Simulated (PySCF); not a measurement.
**Field gradients at the hydrogen positions**

C7H7NO.
Numbering: `[CH2:1]=[N:2][c:3]1[cH:4][cH:5][c:6]([OH:7])[cH:8][cH:9]1` (hydrogens: H10, H11 on C1; H12 on C4; H13 on C5; H14 on O7; H15 on C8; H16 on C9)

Cartesian coordinates in Å at the GFN2-xTB level; atoms count from 1:
```xyz
16
C7H7NO angstrom
C      3.0814   -0.3287   -0.2142
N      2.1966    0.5615   -0.2480
C      0.8444    0.2926   -0.1147
C      0.2218   -0.7960   -0.7302
C     -1.1409   -0.9753   -0.6278
C     -1.9089   -0.0825    0.1137
O     -3.2482   -0.3048    0.2055
C     -1.2954    1.0056    0.7267
C      0.0637    1.2019    0.5983
H      4.1085   -0.0318   -0.3716
H      2.8962   -1.3889   -0.0158
H      0.8125   -1.4827   -1.3189
H     -1.6321   -1.8044   -1.1121
H     -3.6591    0.3917    0.7314
H     -1.8921    1.7048    1.2980
H      0.5440    2.0459    1.0683
```

Level: PBE0/pcSseg-1 (PySCF, non-relativistic); Q(2H) = 0.00286 b; rigid geometry, the same for H and D, with no vibrational averaging.

Task: Rank these positions by the coupling χzz of a deuteron there, largest first.
A. H14 (phenol-type hydroxyl hydrogen)
B. H11 (hydrogen on a C=N carbon)
C. H15 (aromatic hydrogen)

Result: A (306 kHz), C (219 kHz), B (199 kHz).

Task: What are Vzz, η and χzz (234.96 MHz × Q × Vzz) at all hydrogens?

Result: 
```csv
atom,bonded to,bond length (Å),Vzz (au),η,χzz (kHz)
H10,C1,1.081,0.3229,0.03,217
H11,C1,1.094,0.2964,0.04,199
H12,C4,1.080,0.3266,0.07,219
H13,C5,1.079,0.3302,0.07,222
H14,O7,0.965,0.4559,0.13,306
H15,C8,1.082,0.3253,0.11,219
H16,C9,1.079,0.3280,0.06,220
```

Task: Average by the element that carries the hydrogen.

Result: on C: 216 kHz over 6 positions, mean bond length 1.082 Å; on O: 306 kHz over 1 position, mean bond length 0.965 Å.

Task: How does χzz go with the bond length over the 6 C–H bonds?

Result: A straight-line fit has a slope of -13.9 kHz for each 0.01 Å, with a correlation coefficient of -0.99, over lengths from 1.079 to 1.094 Å. The longer bonds have the smaller couplings here.

Geometry: GFN2-xTB, one conformer, isolated molecule. GFN2-xTB bond lengths can be off by several hundredths of an ångström, more for odd bonds, and the gradients follow them. The small basis limits the accuracy of the gradients.
